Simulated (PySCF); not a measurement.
## Working out the ionisation energy of Cu

Cu [Ar] 3d10 4s1 (2S) → Cu+ [Ar] 3d10 (1S). All numbers are calculated (PySCF 2.14, the spin-free X2C one-electron Hamiltonian (Gaussian nucleus), in aug-cc-pVDZ-DK). Frozen: [Ar]. Energies in hartree (1 hartree = 27.21139 eV):

| part | Cu (lower) | Cu+ (upper) |
| --- | --- | --- |
| UHF | -1653.148632 | -1652.906512 |
| MP2 opposite-spin | -0.288075 | -0.265394 |
| MP2 same-spin | -0.175361 | -0.159758 |

Task: What does Hartree-Fock give?

Result: (-1652.906512) − (-1653.148632) = 0.242120 hartree = 6.588 eV.

Task: What do MP2 and SCS-MP2 (6/5 opposite-spin, 1/3 same-spin) give?

Result: The opposite-spin parts differ by 0.617 eV and the same-spin parts by 0.425 eV. MP2: 6.588 + (0.617) + (0.425) = 7.630 eV. SCS-MP2: 6.588 + 1.2 × (0.617) + (0.425)/3 = 7.470 eV.

Measured between the centres of the two terms (NIST): 7.726 eV, so MP2 (valence) is off by -0.096 eV.

A double-zeta basis recovers only part of the correlation energy.

What remains against the reference includes basis incompleteness, the frozen core and correlation beyond second order.
